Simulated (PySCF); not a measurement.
# Correlation energy of Sn (tin, neutral)

[Kr] 4d10 5s1 5p3, high-spin 5S determinant (an excited configuration). Calculation: PySCF 2.14, in aug-cc-pV5Z-PP with ECP28MDF; scalar relativity through the core potential. Frozen: 4s2 4p6 4d10; 4 electrons correlated.

MP2 pair energies summed by pair of shells (mhartree):

| pair | energy | share (%) |
| --- | --- | --- |
| 5p-5p | -13.21 | 78.4 |
| 5s-5p | -3.63 | 21.6 |

Total MP2 correlation energy: -16.84 mhartree.

Same-spin part -16.84 and opposite-spin part 0.00 mhartree; SCS-MP2 scales them by 1/3 and 6/5 to -5.61 mhartree.
